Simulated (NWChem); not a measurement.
BClF₂; SMILES FB(F)Cl

B3LYP is NWChem's, with the RPA form of VWN correlation.

Q: Give the equilibrium geometry at B3LYP/6-31G* (spherical d) (NWChem) as a list of bonds and angles, with the point group.

A: point group C2v; any orientation.
Bonds (Å): B1–F2 1.316, B1–F3 1.316, B1–Cl4 1.755. Angles (°): F2–B1–F3 119.4, F2–B1–Cl4 120.3, F3–B1–Cl4 120.3.
